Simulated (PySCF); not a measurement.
## Static response to an electric field

Compound: C8H7 (charge +1).
SMILES with atom numbers: `[CH:1]#[C:2][C@H:3]1[CH:4]=[CH:5][CH:6]=[CH:7][CH+:8]1` (hydrogens: H9 on C1; H10 on C3; H11 on C4; H12 on C5; H13 on C6; H14 on C7; H15 on C8)

Cartesian coordinates in Å at the GFN2-xTB level; atoms count from 1:
```xyz
15
C8H7 angstrom
C      2.832    1.335   -1.078
C      1.888    0.820   -0.553
C      0.712    0.197    0.039
C     -0.447    1.071    0.248
C     -1.720    0.576    0.166
C     -1.935   -0.760   -0.190
C     -0.870   -1.626   -0.459
C      0.420   -1.174   -0.390
H      3.655    1.788   -1.550
H      1.050    0.028    1.094
H     -0.259    2.111    0.479
H     -2.566    1.224    0.341
H     -2.948   -1.124   -0.283
H     -1.072   -2.644   -0.756
H      1.256   -1.814   -0.635
```

Level: B3LYP/def2-SVPD (PySCF), static field, nuclei fixed, core orbitals frozen in the response. The polarisability tensor in these axes (au):

```
x   111.12  13.98  -9.50
y    13.98  86.21   4.01
z    -9.50   4.01  54.88
```

**Question.** What are the eigenvalues, a third of the trace, and Δα (Δα² = ½Σ(αi − αj)² over the three pairs)?

**Answer.** Principal values 52.08, 81.94 and 118.19 au; mean 84.07 au = 12.46 Å³ = 13.86 × 10⁻⁴⁰ C²·m²/J; Δα = 57.35 au (68 % of the mean).

**Question.** Give the eigenvalues of the traceless quadrupole moment Θ = ½Σq(3rr − r²1), origin at the centre of nuclear charge.

**Answer.** -16.55, -1.19, 17.74 D·Å. The values depend on the origin, since the species is charged. The electronic extent ⟨r²⟩ about the same centre is 918 bohr², a root-mean-square distance of 2.18 Å for the 54 electrons.

**Question.** Form Σ f/ω² (atomic units) for the 8 lowest TDDFT singlets, given as eV and f, and set it beside the mean polarisability, which is this sum over all singlets: 2.56, 0.0168; 2.57, 0.0009; 4.18, 0.0934; 5.13, 0.0043; 5.23, 0.0119; 5.30, 0.0143; 5.65, 0.0031; 5.75, 0.0703.

**Answer.** They add up to 8.42 au, 10.0 % of the 84.07 au; the largest single term is 3.96 au, from the state at 4.18 eV. Terms in order: 1.90, 0.10, 3.96, 0.12, 0.32, 0.38, 0.07, 1.57 au. Higher excitations give the rest. The strengths listed sum to 0.215.

**Question.** Rayleigh depolarisation ratio (linearly polarised light, static tensor)?

**Answer.** ρ = 3Δα²/(45ᾱ² + 4Δα²) = 9866.3/(318050 + 13155.1) = 0.0298.

**Question.** Give the principal axes and the span of the nuclei along them.

**Answer.** Largest value along (0.92, 0.39, -0.11), where the nuclei span 7.31 Å; middle along (-0.35, 0.90, 0.26), 4.35 Å; least along (0.20, -0.20, 0.96), 2.36 Å. The response follows the extents in order.

Geometry: GFN2-xTB; no solvent, vibrations or thermal averaging.
